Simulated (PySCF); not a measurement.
## Correlation energy of Cl⁺ (chlorine, charge +1)

[Ne] 3s1 3p4 4s1, high-spin 5P determinant (an excited configuration). All numbers are calculated (PySCF 2.14, no relativity, point nucleus, in dyall-acv3z (19s12p6d4f, 113 functions)). Frozen: [Ne]; 6 electrons correlated; the 23 highest virtual orbitals of each spin left out.

```json
{"level": "CCSD", "correlation energy (mhartree)": "-150.08"}
{"level": "(T)", "correlation energy (mhartree)": "-17.54"}
{"level": "CCSD(T)", "correlation energy (mhartree)": "-167.62"}
```

Diagnostics: T1 = 0.018, D1 = 0.0534, largest double amplitude 0.329.

The outer electron is Rydberg-like, and this basis confines it to a smaller radius and binds it less than a complete one would. A double-excitation amplitude exceeds 0.15, a sign of near-degeneracy.

Cost of the coupled-cluster step: of the order of 40 core-seconds, for 6 correlated electrons.
